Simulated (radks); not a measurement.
Problem. Dipole-allowed excitations along the series with 2 electrons in [He]. Calculated with a radial shooting solver on a logarithmic mesh with Libxc functionals: scalar-relativistic Kohn-Sham, PBE, spin-polarised, spherical densities, finite nucleus; Fermi nuclear charge, rms radius of each element as measured or else 0.836 A^(1/3) + 0.57 fm. Time-dependent linear response with the Hartree and adiabatic LDA kernel, continuum included through the Sternheimer equations, no spin-orbit coupling, so fine structure and intercombination lines are absent. Lines are the poles of the dipole polarisability below minus the highest occupied eigenvalue, found on a grid refined at the orbital gaps; the lowest seven at most are given, and weak or close lines can be missed. The first line takes the name of the lowest orbital gap if no other gap lies below it; otherwise a line is named after a gap within 0.6 % of it, if that gap stands alone.

species  -e(HOMO) (eV)  lowest orbital gap (eV)  first line (eV)      f  static alpha (bohr^3)
Be2+            132.28             1s-2p 114.95   115.09 (1s-2p)  0.406                0.05526
B3+             231.38             1s-2p 194.53   194.94 (1s-2p)  0.498                0.02050
C4+             357.73             1s-2p 294.52   295.21 (1s-2p)  0.557               0.009274

Estimate the first line of N5+, its oscillator strength and the static polarisability.

Solution. 415.97 eV (1s-2p), f = 0.598, alpha = 0.004787 bohr^3.
